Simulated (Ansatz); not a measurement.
[Eu(NH3)6]3+ (EuN₆H₁₈³⁺). The state is a septet with charge 3. Geometry PBE-D4/def2-SVP, basis def2-TZVP, Ansatz.

```
run  HOMO (eV)  LUMO (eV)
  A     -21.02     -17.43
  B     -18.93     -18.55
  C     -20.32     -18.22
  D     -19.51     -18.64
  E     -18.81     -18.67
```

In the def2 sets Eu takes a core potential; there is no spin–orbit coupling. With an open 4f shell the SCF may have ended on a state above the lowest. HOMO above LUMO, or a gap near zero within one spin, warns that the state may not be the lowest or that an electron is smeared out. No other spin state of charge 3 was run.

HOMO and LUMO are taken over both spins.

Task: The runs used LDA (SPW92), PBE, PBE0, r2SCAN, r2SCANh. Estimate which is which.

Result: A PBE0 (25 % exact exchange); B PBE (0 % exact exchange); C r2SCANh (10 % exact exchange); D r2SCAN (0 % exact exchange); E LDA (SPW92) (0 % exact exchange). Exact exchange lowers occupied and raises empty levels; among semilocal functionals meta-GGAs tend to open the gap a little, and such runs are hard to tell apart. The gap grows from 0.15 eV (LDA (SPW92)) to 3.59 eV (PBE0). At PBE-D4/def2-TZVP, r2SCAN-D4/def2-TZVP, LDA (SPW92)/def2-TZVP the charge 3 septet is spin-contaminated (final ⟨S²⟩ up to 12.25, 12.00 for a pure state). At LDA (SPW92)/def2-TZVP the gap within one spin of the charge 3 septet nearly closes, so an electron or hole may be smeared out by delocalisation error.
